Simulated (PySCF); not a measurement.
Radial density of F²⁺ (fluorine, charge +2)

UHF, [He] 2s2 2p2 3s1, 3s spin antiparallel (an excited configuration). Calculation: PySCF 2.14, in aug-cc-pCVTZ-DK (7s6p4d2f, 59 functions); the spin-free X2C one-electron Hamiltonian (Gaussian nucleus).

```csv
r (bohr),4πr²ρ (e/bohr),4πr²(ρα − ρβ)
0.00324,0.06074,-0.0002
0.00546,0.1639,-0.0006
0.00918,0.4244,-0.0016
0.0154,1.060,-0.0040
0.0260,2.462,-0.0091
0.0437,5.053,-0.0162
0.0735,8.371,-0.0089
0.124,9.761,0.0932
0.208,6.590,0.4851
0.350,3.434,1.4017
0.588,4.646,2.1891
0.989,3.337,1.4683
1.66,0.7282,0.0450
2.80,0.4078,-0.3979
4.71,0.07838,-0.0784
7.92,0.0001325,-0.0001
```

Densities and radii are taken from the X2C orbitals without a picture-change correction, which distorts them close to the nucleus.

The outer electron is Rydberg-like, and this basis confines it to a smaller radius and binds it less than a complete one would. With the s spin flipped the determinant is a mixture of two multiplicities, not a spectroscopic state.
